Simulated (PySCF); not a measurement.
# [FeH6]4-: computed shieldings and shifts

[FeH6]4-, point group C2.

Geometry (Å), atoms numbered from 1 in this order:
```xyz
7

Fe    0.066    0.153    0.197
H     0.035   -0.881    1.461
H    -0.557    0.025   -1.194
H     1.711   -0.042   -0.136
H    -1.557    0.408    0.594
H     0.259    1.603   -0.544
H     0.044   -1.266   -0.379
```

Total charge -4.

GIAO calculations in PySCF 2.14.0 with density-fitted response routines on the PBE0-D3(BJ)/def2-SVP structure: isolated species, non-relativistic, equivalent atoms averaged; basis pcSseg-1 (pcSseg-2 on Fe).

Problem. Give the isotropic shieldings (ppm) with B3LYP, PBE, PBE0.

Solution. 
| atoms | environment | B3LYP | PBE | PBE0 |
| --- | --- | --- | --- | --- |
| Fe1 | Fe bonded to 6 H | -10558 | -7843 | -11327 |
| H2/H3/H4/H5/H6/H7 | hydrogen on a Fe | 44.82 | 42.65 | 45.98 |
| HOMO–LUMO gap (eV) | – | 2.32 | 1.10 | 2.64 |

Problem. And the chemical shifts, against references computed in the same way?

Solution. 
```json
{"atoms": "H2/H3/H4/H5/H6/H7", "nucleus, reference": "¹H, TMS", "B3LYP": "-13.44", "PBE": "-11.46", "PBE0": "-14.71"}
```

Problem. Which part of the shielding of Fe1 depends on the functional?

Solution. Diamagnetic: B3LYP 2009, PBE 2010, PBE0 2011 ppm; paramagnetic: B3LYP -12568, PBE -9854, PBE0 -13338 ppm. The diamagnetic part, set mainly by inner electrons, hardly moves; the paramagnetic part goes with low-lying magnetically allowed excitations and carries the spread.

The ion is multiply charged and has no counter-ions or solvent here.

The averaged H atoms aren't alike in the static structure (σ from 36 to 59 ppm); the average presumes fast exchange among these sites.
